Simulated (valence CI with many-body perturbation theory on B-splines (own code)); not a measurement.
# Level structure of Sm22+

Calculated by valence CI with perturbative core correlation (CI+MBPT): four valence electrons over a frozen Dirac-Fock core [Kr], radial functions for each j: 7 s, 7 p, 8 d, 6 f, 4 g, 1 h, with the one-electron correlation potential Σ1 (screened to all orders), the two-electron term Σ2, the three-electron term Σ3, Breit, model QED; selected single and double excitations, second order for the rest, scaled by the run's own slope (own B-spline code, finite nucleus).

No measured levels were compared; by estimate terms of the open shell hold to 2 to 4 % of their energy, and close levels can change places. Only levels of the ground parity were solved; by the run's estimate the other parity begins above the list, which can be wrong where configurations are misplaced.

Levels 1 to 32 of 32, with energies above the lowest level, (4d3/2^4) J=0. "Leading %" is the weight of the configuration and term that name the level; weights of strongly mixed levels are sums over their largest components and can fall short, so below about 35 % the name and the second component can differ from the true leading terms, or belong to a minority configuration. In the jj column 3d3/2^4 stands for four electrons in 3d with j = 3/2. Lifetimes count E1, E2, E3, M1 and M2 decay at the calculated energies, and are blank where another channel may lead or the interval is too uncertain; long ones can be off by a factor of two.

```tsv
No.	Configuration	Term	J	E (cm⁻¹)	Leading %	Lifetime	Leading jj
1	4d4	3P	0	0.0	48		4d3/2^4 (90 %)
2	4d4	5D	1	31245	74	1.01 ms	4d3/2^3 4d5/2 (92 %)
3	4d4	5D	2	50409	77	3.72 ms	4d3/2^3 4d5/2 (56 %)
4	4d4	3F	4	59794	31	72800 s	4d3/2^3 4d5/2 (87 %)
5	4d4	5D	3	60625	60	30.3 ms	4d3/2^3 4d5/2 (59 %)
6	4d4	5D	0	86977	52	160 μs	4d3/2^2 4d5/2^2 (88 %)
7	4d4	3H	4	91165	43	847 μs	4d3/2^2 4d5/2^2 (82 %)
8	4d4	3G	3	98552	56	578 μs	4d3/2^2 4d5/2^2 (63 %)
9	4d4	3F	2	99551	44	320 μs	4d3/2^2 4d5/2^2 (64 %)
10	4d4	3H	5	107100	71	1.25 ms	4d3/2^2 4d5/2^2 (99 %)
11	4d4	3P	1	111170	59	309 μs	4d3/2^2 4d5/2^2 (82 %)
12	4d4	3H	6	114420	60	259 ms	4d3/2^2 4d5/2^2 (96 %)
13	4d4	3G	4	122890	63	2.26 ms	4d3/2^2 4d5/2^2 (92 %)
14	4d4	3D	2	125370	41	1.79 ms	4d3/2^2 4d5/2^2 (89 %)
15	4d4	3F	3	126100	41	636 μs	4d3/2^2 4d5/2^2 (83 %)
16	4d4	3F	4	141190	42	254 μs	4d3/2 4d5/2^3 (64 %)
17	4d4	3F	2	150630	33	206 μs	4d3/2^2 4d5/2^2 (69 %)
18	4d4	3F	3	152260	48	182 μs	4d3/2 4d5/2^3 (87 %)
19	4d4	3G	5	161740	71	417 μs	4d3/2 4d5/2^3 (99 %)
20	4d4	3D	1	163210	71	132 μs	4d3/2 4d5/2^3 (87 %)
21	4d4	1I	6	165940	60	427 μs	4d3/2 4d5/2^3 (96 %)
22	4d4	3F	4	169030	51	424 μs	4d3/2^2 4d5/2^2 (73 %)
23	4d4	3P	2	175610	63	468 μs	4d3/2^2 4d5/2^2 (56 %)
24	4d4	1S	0	181160	58	212 μs	4d3/2 4d5/2^3 (82 %)
25	4d4	1F	3	186600	46		4d3/2 4d5/2^3 (91 %)
26	4d4	3F	2	187600	56	218 μs	4d3/2 4d5/2^3 (50 %)
27	4d4	3F	3	214730	71		4d3/2 4d5/2^3 (98 %)
28	4d4	3P	1	215850	95	178 μs	4d3/2 4d5/2^3 (95 %)
29	4d4	1G	4	217730	66		4d5/2^4 (46 %)
30	4d4	1D	2	220940	51	190 μs	4d5/2^4 (43 %)
31	4d4	3P	0	221670	60		4d3/2^2 4d5/2^2 (60 %)
32	4d4	3F	4	227050	48		4d3/2 4d5/2^3 (52 %)
```

The ionisation energy to 4d3 4F_3/2 of the next ion comes out as 703.5 eV (NIST: 702 ± 4 eV (theoretical)). All 32 levels together are meant to be complete up to 230550 cm⁻¹.
